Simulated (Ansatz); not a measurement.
Stepwise reaction of `C[O][In]([SH])[SH]` with water, as a gas-phase model of exchange steps in deposition or etching. ΔE in kJ/mol.

Computed with Ansatz on PBE0-D4/def2-TZVP structures; ΔE is electronic, products minus reactants. CCSD(T)/CBS is the MP2 limit (def2-TZVPP, def2-QZVPP) plus CCSD(T) − MP2 in def2-TZVPP, frozen cores. This one scheme is used for every species. Functionals use def2-TZVPP. B3LYP here is the variant with VWN-RPA as its local correlation; programs differ in this. Elements past krypton have def2 core potentials. For In outer-core shells are correlated without core-valence functions, which leaves a few kJ/mol of doubt a bond. Each species was taken in one conformer, which may not be the lowest.

```tsv
step	reaction	PBE-D4	B3LYP-D4	ωB97M-V	CCSD(T)/CBS
2	`C[O][In]([OH])[SH]` + H₂O → `C[O][In]([OH])[OH]` + H₂S	69.0	67.3	68.3	69.1
```

Question: Give the row of step 1, `C[O][In]([SH])[SH]` + H₂O → `C[O][In]([OH])[SH]` + H₂S. (Estimate.)

Answer: Computed: 
```csv
step,reaction,PBE-D4,B3LYP-D4,ωB97M-V,CCSD(T)/CBS
1,`C[O][In]([SH])[SH]` + H₂O → `C[O][In]([OH])[SH]` + H₂S,68.4,66.4,66.8,67.8
```

Question: By hand: ΔE of the 2 steps together at CCSD(T)/CBS.

Answer: (67.8) + (69.1) = 136.9 kJ/mol, or 68.4 kJ/mol a step.

In ΔE the steps differ by no more than 1.3 kJ/mol. All are uphill at CCSD(T)/CBS. PBE-D4 differs from CCSD(T)/CBS by -0.1 to 0.6 kJ/mol a step. Isolated molecules leave out the surface, adducts and barriers. Largest T1 diagnostic: 0.017.
